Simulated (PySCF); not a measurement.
C2H6N, SMILES [N](C)C, multiplicity 2. Geometry: ωB97X-D3(BJ)/def2-TZVP. The isomer is the one that the SMILES or the coordinates give; other isomers of the formula were not compared.

Computed equilibrium geometry at ωB97X-D3(BJ)/def2-TZVP (PySCF confirms it by a frequency run) as bond lengths and angles, and its point group:
point group C2v.
Atoms: C1 N2 C3 H4 H5 H6 H7 H8 H9. Bonds (Å): C1–N2 1.437, C1–H4 1.101, C1–H5 1.101, C1–H6 1.091, N2–C3 1.437, C3–H7 1.101, C3–H8 1.091, C3–H9 1.101. Angles (°): N2–C1–H4 110.9, N2–C1–H5 110.9, N2–C1–H6 110.6, H4–C1–H5 106.5, H4–C1–H6 108.9, H5–C1–H6 108.9, C1–N2–C3 111.4, N2–C3–H7 110.9, N2–C3–H8 110.6, N2–C3–H9 110.9, H7–C3–H8 108.9, H7–C3–H9 106.5, H8–C3–H9 108.9.
Charge 0, spin multiplicity 2.
